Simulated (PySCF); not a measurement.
## Where the electron goes

C6H14O2Si.
Atom-mapped SMILES: `[CH3:1][C@@H:2]1[CH2:3][CH2:4][CH2:5][C@@H:6]1[SiH:7]([OH:8])[OH:9]` (hydrogens: H10, H11, H12 on C1; H13 on C2; H14, H15 on C3; H16, H17 on C4; H18, H19 on C5; H20 on C6; H21 on Si7; H22 on O8; H23 on O9)

Theory: TDDFT B3LYP/def2-SVPD, vertical, gas phase, core orbitals frozen in the response (PySCF 2.14.0, density-fitted response routines). Geometry: PBE0-D3(BJ)/def2-SVP, one conformer, isolated molecule.

Frontier orbitals with the atoms that hold most of them (Löwdin shares over 4%, at most four atoms; ? is withheld):

```csv
orbital,ε (eV),atoms
LUMO+2,0.58,"H13 12%, H20 10%, C1 7%, C2 7%"
LUMO+1,0.33,"O8 20%, O9 18%, Si7 12%, H22 11%"
LUMO,-0.17,?
HOMO,-7.53,?
HOMO-1,-8.28,"C3 17%, C4 16%, C2 11%, H17 10%"
HOMO-2,-8.56,"C2 19%, C3 18%, C6 14%, C1 11%"
HOMO-3,-8.86,"O8 21%, O9 13%, C5 10%, Si7 10%"
```

Question: Which atoms hold the HOMO, and with what shares?

Answer: C6 (bonded to 2 C, Si and H) 24%; Si7 (bonded to C, 2 O and H) 17%; H21 (bonded to Si) 10%; O9 (bonded to Si and H) 8%.

Question: Which atoms hold the LUMO, and with what shares?

Answer: Si7 (bonded to C, 2 O and H) 26%; O9 (bonded to Si and H) 22%; O8 (bonded to Si and H) 13%; H23 (bonded to O) 12%. By element: oxygen 35%, silicon 26%, hydrogen 12% or more.

Question: How does S1 compare with the orbital gap of 7.36 eV?

Answer: S1 is at 6.52 eV (f = 0.0094), 0.84 eV below the gap, made of HOMO→LUMO (98%). Without the coupling terms of the response equations the lowest excitation would equal the gap.

Question: One configuration dominates each of S1, S2, S4 and S5. Which, and how do the shares of the two leading atoms of either orbital change from the occupied to the empty one?

Answer: 
- S1 (6.52 eV, f 0.0094), HOMO→LUMO (98%): C6 24% → at most 13%, Si7 17% → 26%, O9 8% → 22%
- S2 (6.97 eV, f 0.0017), HOMO→LUMO+1 (96%): C6 24% → at most 11%, Si7 17% → 12%, O8 at most 9% → 20%, O9 8% → 18%
- S4 (7.46 eV, f 0.0091), HOMO-1→LUMO (94%): C3 17% → at most 13%, C4 16% → at most 13%, Si7 at most 10% → 26%, O9 at most 10% → 22%
- S5 (7.69 eV, f 0.014), HOMO-2→LUMO (80%): C2 19% → at most 13%, C3 18% → at most 13%, Si7 at most 11% → 26%, O9 at most 11% → 22%

Time: 9.6 min of wall time (grids of density and orbitals included). Hardware: one thread of an Arm Neoverse V1, shared host.
